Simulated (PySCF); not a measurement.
# S²⁺: ionisation energy

S²⁺ [Ne] 3s2 3p2 (3P) → S³⁺ [Ne] 3s2 3p1 (2P), as a difference of total energies. Computed with PySCF 2.14 in def2-TZVP (5s5p2d1f, 37 functions), with no relativity, point nucleus. Correlated levels: valence: [Ne] frozen. The calculations carry no spin-orbit coupling.

```json
{"method": "UHF", "ionisation energy (eV)": "34.153"}
{"method": "M06-L", "ionisation energy (eV)": "34.776"}
{"method": "M06-2X", "ionisation energy (eV)": "34.682"}
{"method": "MP2 (valence)", "ionisation energy (eV)": "34.609"}
{"method": "SCS-MP2 (valence)", "ionisation energy (eV)": "34.516"}
{"method": "CCSD (valence)", "ionisation energy (eV)": "34.656"}
{"method": "CCSD(T) (valence)", "ionisation energy (eV)": "34.687"}
```

How much does correlation contribute at CCSD(T) (valence)?

34.687 − (34.153) = 0.534 eV, measured against UHF.

The reference lies between the lowest fine-structure levels, while these numbers refer to the centres of the terms.

Errors of the correlated levels include the incompleteness of this basis and the frozen core.

For comparison: 34.86 ± 0.04 eV (semi-empirical (NIST evaluation); NIST Atomic Spectra Database, ionization energies).
